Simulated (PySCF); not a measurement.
## Radial density of Ce (cerium, neutral)

HSE06, [Xe] 4f2 6s2, one real determinant (an excited configuration). Calculation: PySCF 2.14, in x2c-TZVPPall; scalar relativity by spin-free X2C-1e.

```csv
r (bohr),4πr²ρ (e/bohr),4πr²(ρα − ρβ)
0.0280,67.89,0.0010
0.0470,77.44,0.0018
0.0791,99.83,-0.0017
0.133,73.37,0.0036
0.224,86.07,0.1400
0.377,35.47,0.7435
0.633,36.44,1.5829
1.07,12.65,1.3430
1.79,6.010,0.4913
3.01,1.176,0.0757
5.07,0.4324,0.0007
8.53,0.04287,-0.0021
14.3,0.0002091,0.0000
```

Densities and radii are taken from the X2C orbitals without a picture-change correction, which distorts them close to the nucleus.

⟨L²⟩ = 24.00 against 30 for a pure H term, so this real determinant mixes terms. Spin-orbit coupling, absent here, splits the open shell strongly.

Question: Where is the radial spin density 4πr²(ρα − ρβ) most negative, and why is it negative at all?

Answer: Around r = 8.53 bohr, down to -0.0021 e/bohr: exchange with the open shell polarises the paired shells in an unrestricted calculation.
